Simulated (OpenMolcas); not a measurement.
**Co2+ in SrF2: curves along the breathing mode**

Co2+ with its 8 nearest fluoride ions, on the Sr site of SrF2 (a = 5.796 Å, distance in the model lattice 2.510 Å). The rest of the host is ab initio model potentials to 7.6 Å and point charges beyond; the distance is set by hand and nothing relaxes. Ligand basis ANO-RCC-VDZP.

- Program: OpenMolcas 26.06
- Method: SS-CASPT2, IPEA 0.25 Eh, imaginary shift 0.1 Eh (closed shells correlated: 3s 3p and the ligand valence shells)
- Basis: ANO-RCC-VDZP [5s4p2d1f]
- Scalar Hamiltonian: DKH2, point nucleus
- Active space: 7 electrons in 5 orbitals (3d)
- State averaging: 2S+1 = 4 even, 10 roots; 2S+1 = 2 even, 40 roots
- Spin-orbit coupling: RASSI with atomic mean-field integrals over the reference wave functions

Spin-free energies (labels of O, the rotations of Oh) in cm-1 above the lowest fitted minimum, as all ligands move together:

```
R (Å)    4A2    4T2    4T1     2E    2T1    2A1  4T1(2)
2.162    820   5010   9490  19060  19710  21170   22300
2.213      0   3520   7600  18080  18640  19730   20610
2.264   1260   4190   7880  19160  19650  20440   21150
2.315   4350   6770  10170  22070  22490  23060   23630
2.366   9070  11080  14170  26620  26980  27390   27820
2.417  15250  17150  19770  32620  32930  33220   33530
2.468  22750  24200  26790  39940  40220  40410   40660
```

Cubic fits give the following; the wavenumber is harmonic, with the mass of all moving ligands, small differences in it between states hang on the degree of the fit, a number in brackets counts states of one label, and the table is a selection of at most 14 states with clean curves.

| State | R0 (Å) | Breathing mode (cm-1) | Minimum (cm-1) |
| --- | --- | --- | --- |
| 4A2 | 2.207 | 419 | 0 |
| 4T2 | 2.222 | 428 | 3460 |
| 4T1 | 2.231 | 422 | 7470 |
| 2E | 2.211 | 416 | 18090 |
| 2T1 | 2.213 | 416 | 18660 |
| 2A1 | 2.221 | 422 | 19720 |
| 4T1(2) | 2.226 | 424 | 20570 |
| 2T2 | 2.222 | 421 | 20610 |
| 2T1(2) | 2.220 | 429 | 23810 |
| 2T2(2) | 2.214 | 420 | 24620 |
| 2T1(3) | 2.225 | 425 | 26330 |
| 2E(2) | 2.220 | 423 | 26490 |
| 2T2(3) | 2.234 | 429 | 28760 |
| 2T1(4) | 2.234 | 425 | 29180 |

The minimum of 4T2 is shifted by +0.0155 Å against 4A2 (from the unrounded fits). With M = 152.0 u for the moving shell, the Huang-Rhys factor in this mode is S = M ω ΔR² / 2ħ = 0.01483 × 152.0 × 419 × 0.0155² = 0.23. Only the first shell moves, against a rigid host.

Roots that are degenerate in the reference are averaged as groups; the widest CASPT2 spread within a group is 460 cm-1 (the 3-fold group of multiplicity 2 near 30200 cm-1 above the lowest state of its run, R = 2.162). Shifts and gaps below about the spread of the groups concerned are not significant. Over all roots computed the reference weight is 0.68 to 0.69 in R = 2.162, 0.68 to 0.69 in R = 2.213, 0.68 to 0.69 in R = 2.264, 0.68 to 0.69 in R = 2.315, 0.68 to 0.69 in R = 2.366, 0.68 to 0.69 in R = 2.417, 0.68 to 0.69 in R = 2.468; a low but even weight reflects the number of correlated electrons. A single d shell leaves out the double-shell effect, which counts most for late 3d ions, where the CASPT2 field can be off either way by tens of per cent. Ligand-to-metal charge-transfer states are missing. These CASPT2 states fit no ligand-field parameters well, so their order and spin gaps are uncertain. For late 3d ions with one d shell CASPT2 can put B and the spin-flip bands somewhat low as well as high. With one d shell and no ligand orbital active, 10Dq can be off by tens of per cent for divalent 3d ions, low with halides held by bare charges and at times high in hosts, and the orbital part of g and χT goes as 1/10Dq. Free-ion shares, where given, are those of the reference states; single-state CASPT2 does not remix them. No measured value stands beside these numbers.
